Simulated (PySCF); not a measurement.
Input for PySCF: R-HF/STO-3G on CH6BN (SMILES BNC), a point of a bond scan (R = 0.807 Å).

```python
from pyscf import gto, scf, dft, mp
from pyscf.data.elements import chemcore

mol = gto.M(
    atom='''
    B    -0.17377685    0.16935935    1.35984899
    H    -1.04662609    0.51554608    2.09587791
    H     0.90496525   -0.15002550    1.76046960
    N    -0.42136335    0.13750334   -0.00246435
    C     0.50465876   -0.25211116   -1.05318898
    H    -1.14987936    0.35295943   -0.27587931
    H     0.67789059    0.56736518   -1.75577805
    H     0.12956168   -1.11043727   -1.61689155
    H     1.45669201   -0.52592512   -0.60230554
    ''',
    basis='sto-3g',
    charge=0, spin=0, verbose=3, max_memory=1800)
mf = scf.RHF(mol)
mf.conv_tol = 1e-8
mf.max_cycle = 100
mf.kernel()
if not mf.converged:
    mf = mf.newton().run(mf.mo_coeff, mf.mo_occ)
```

Output:

```
converged SCF energy = -118.967228771603
```

The run converged.

Cost: roughly 0.25 core-seconds.
